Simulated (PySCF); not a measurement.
BrCdHSe. Atoms are numbered in the order given.

```xyz
4

Cd    -0.0090     0.0087     0.0000
Br     0.0065     2.4280     0.0000
Se    -0.0362    -2.4389     0.0000
H      1.4369    -2.4716     0.0000
```
Charge 0, spin multiplicity 1.

Geometry optimised at r2SCAN-D4/def2-SVP. The def2 effective core potentials stand for the cores of Cd; spin–orbit coupling is left out. Other conformers were not sampled.

These are PBE/def2-TZVPD in PySCF values and carry that method's errors.

```
Property                                                                                                        Result
---------------------------------------------------------------------------------------------  -----------------------
total energy                                                                                       -5143.42517 hartree
point group                                                                                                         Cs
highest occupied level                                                                                        -6.18 eV
lowest empty level                                                                                            -2.79 eV
orbital gap                                                                                                    3.39 eV
dipole moment                                                                                                   1.36 D
quadrupole, principal values (traceless, Buckingham form, about the centre of nuclear charge)    -9.02, 1.17, 7.85 D·Å
mean static polarisability                                                                       91.3 bohr³ (13.53 Å³)
polarisability, principal values                                                               67.0, 68.5, 138.4 bohr³
```
